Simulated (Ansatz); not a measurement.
CH$_{7}$PSSn, SMILES `PS[CH2][SnH3]`. Charge 0, multiplicity 1. Sn: def2 effective core potential. Geometry: relaxed with PBE0-D4/def2-TZVP. It is one conformer, not always the lowest.

```xyz
11

P     1.179    0.361   -1.865
S     1.073   -1.220   -0.477
C     0.567   -0.305    1.006
Sn   -1.487    0.348    0.942
H     0.404   -0.206   -2.911
H     2.413   -0.007   -2.462
H     1.248    0.526    1.189
H     0.678   -1.013    1.830
H    -2.483   -1.023    1.142
H    -1.788    1.060   -0.579
H    -1.803    1.480    2.186
```

Question: What is the dipole moment at ωB97M-V/def2-TZVPP? (An estimate is asked.)

Answer: Ansatz gave: 0.65 D, with components (0.20, 0.51, 0.34) D in this frame, pointing from negative to positive charge.

Question: And with PBE, r2SCAN, B3LYP? (An estimate is asked.)

Answer: The calculation gave: PBE 0.58 D, r2SCAN 0.61 D, B3LYP 0.63 D.

Question: Give the Mulliken charges with ωB97M-V, B3LYP, PBE in def2-TZVPP. (An estimate is asked.)

Answer: Computed: 
| atom | ωB97M-V | B3LYP | PBE |
| --- | --- | --- | --- |
| P1 | -0.08 | 0.00 | -0.04 |
| S2 | -0.12 | -0.16 | -0.15 |
| C3 | -0.51 | -0.42 | -0.39 |
| Sn4 | 0.48 | 0.60 | 0.54 |
| H5 | 0.07 | 0.04 | 0.05 |
| H6 | 0.07 | 0.04 | 0.05 |
| H7 | 0.18 | 0.14 | 0.14 |
| H8 | 0.17 | 0.14 | 0.14 |
| H9 | -0.09 | -0.13 | -0.11 |
| H10 | -0.09 | -0.12 | -0.11 |
| H11 | -0.09 | -0.13 | -0.12 |

B3LYP here is the variant with VWN-RPA as its local correlation; programs differ in this.
